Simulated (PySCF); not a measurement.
# Working out the excitation energy of Pt⁺

Pt⁺ [Xe] 4f14 5d9 (2D) → Pt⁺ [Xe] 4f14 5d8 6p1 (high-spin determinant). Calculation: PySCF 2.14, in def2-SVPD with the def2 core potential (60 electrons); scalar relativity through the core potential. Frozen: nothing. Energies in hartree (1 hartree = 27.21139 eV):

```json
{"part": "UHF", "Pt⁺ (lower)": "-118.115066", "Pt⁺ (upper)": "-117.863119"}
{"part": "MP2 opposite-spin", "Pt⁺ (lower)": "-0.158697", "Pt⁺ (upper)": "-0.139062"}
{"part": "MP2 same-spin", "Pt⁺ (lower)": "-0.082586", "Pt⁺ (upper)": "-0.074921"}
```

**Question.** What does Hartree-Fock give?

**Answer.** (-117.863119) − (-118.115066) = 0.251947 hartree = 6.856 eV.

**Question.** What do MP2 and SCS-MP2 (6/5 opposite-spin, 1/3 same-spin) give?

**Answer.** The opposite-spin parts differ by 0.534 eV and the same-spin parts by 0.209 eV. MP2: 6.856 + (0.534) + (0.209) = 7.599 eV. SCS-MP2: 6.856 + 1.2 × (0.534) + (0.209)/3 = 7.566 eV.

One determinant mixes LS terms, so it does not stand for a single term.

A double-zeta basis recovers only part of the correlation energy.
